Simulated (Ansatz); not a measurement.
Consider the cleavage of the B–Al bond: `[BH2][AlH][CH3]` + `[SiH3][GaH][SH]` → `B[S][GaH][SiH3]` + `[CH3][AlH2]`.

Gas-phase electronic energies from Ansatz, PBE0-D4/def2-TZVP geometries. CCSD(T)/CBS is the MP2 limit (def2-TZVPP, def2-QZVPP) plus CCSD(T) − MP2 in def2-TZVPP, frozen cores. This one scheme is used for every species. DFT in def2-TZVPP. For Ga outer-core shells are correlated without core-valence functions, which leaves a few kJ/mol of doubt a bond. Scalar relativity is left out up to krypton. Each species was taken in one conformer, which may not be the lowest.

CCSD(T)/CBS gives -27.3 kcal/mol.

Q: Another level gave -27.6 kcal/mol. Which?
A. BHLYP/def2-TZVPP
B. MP2/def2-TZVPP
C. SCS-MP2/def2-TZVPP
D. r2SCAN0/def2-TZVPP

A: D. r2SCAN0 -27.6, SCS-MP2/def2-TZVPP -28.8, BHLYP -26.5, MP2/def2-TZVPP -30.1 kcal/mol.

Largest T1 diagnostic among the species: 0.014.

At CCSD(T), def2-SVP lies −1.7 kcal/mol from the extrapolated value and def2-TZVPP −0.2 kcal/mol. From BLYP to BHLYP (50 % exact exchange), in def2-TZVPP and without D4, ΔE moves by −0.9 kcal/mol.
